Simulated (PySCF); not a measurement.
Job for PySCF: D3(BJ) and D4 dispersion corrections on NH3 (SMILES N).

```python
from pyscf import gto
from pyscf.dispersion import dftd3, dftd4

mol = gto.M(
    atom='''
    N    -0.00222448   -0.00223771   -0.27911191
    H     0.94334585   -0.00945729    0.08578000
    H    -0.46149277    0.82230671    0.09037953
    H    -0.47952860   -0.81061172    0.10305238
    ''',
    basis='def2-svp',
    charge=0, spin=0, verbose=0, max_memory=1800)
d3, d4 = {}, {}
for xc in ['hf', 'pbe', 'blyp', 'revpbe', 'tpss', 'r2scan', 'b3lyp', 'pbe0', 'bhlyp', 'camb3lyp', 'b2plyp']:
    d3[xc] = float(dftd3.DFTD3Dispersion(mol, xc=xc, version='d3bj', atm=False).get_dispersion()['energy'])
    print(f'D3(BJ) {xc:10s} {d3[xc]:14.8f} Eh')
for xc in ['hf', 'pbe', 'blyp', 'revpbe', 'tpss', 'r2scan', 'b3lyp', 'pbe0', 'bhlyp', 'camb3lyp', 'b2plyp']:
    d4[xc] = float(dftd4.DFTD4Dispersion(mol, xc={'camb3lyp': 'cam-b3lyp'}.get(xc, xc), atm=True).get_dispersion()['energy'])
    print(f'D4     {xc:10s} {d4[xc]:14.8f} Eh')
```

Output:

```
D3(BJ) hf            -0.00933695 Eh
D3(BJ) pbe           -0.00076285 Eh
D3(BJ) blyp          -0.00152762 Eh
D3(BJ) revpbe        -0.00224850 Eh
D3(BJ) tpss          -0.00089331 Eh
D3(BJ) r2scan        -0.00018049 Eh
D3(BJ) b3lyp         -0.00121921 Eh
D3(BJ) pbe0          -0.00058855 Eh
D3(BJ) bhlyp         -0.00087088 Eh
D3(BJ) camb3lyp      -0.00045231 Eh
D3(BJ) b2plyp        -0.00049865 Eh
D4     hf            -0.00208317 Eh
D4     pbe           -0.00041819 Eh
D4     blyp          -0.00100888 Eh
D4     revpbe        -0.00200053 Eh
D4     tpss          -0.00057056 Eh
D4     r2scan        -0.00009972 Eh
D4     b3lyp         -0.00066382 Eh
D4     pbe0          -0.00033505 Eh
D4     bhlyp         -0.00039328 Eh
D4     camb3lyp      -0.00032068 Eh
D4     b2plyp        -0.00028591 Eh
```

The run finished.

Cost: roughly 0.04 core-seconds.
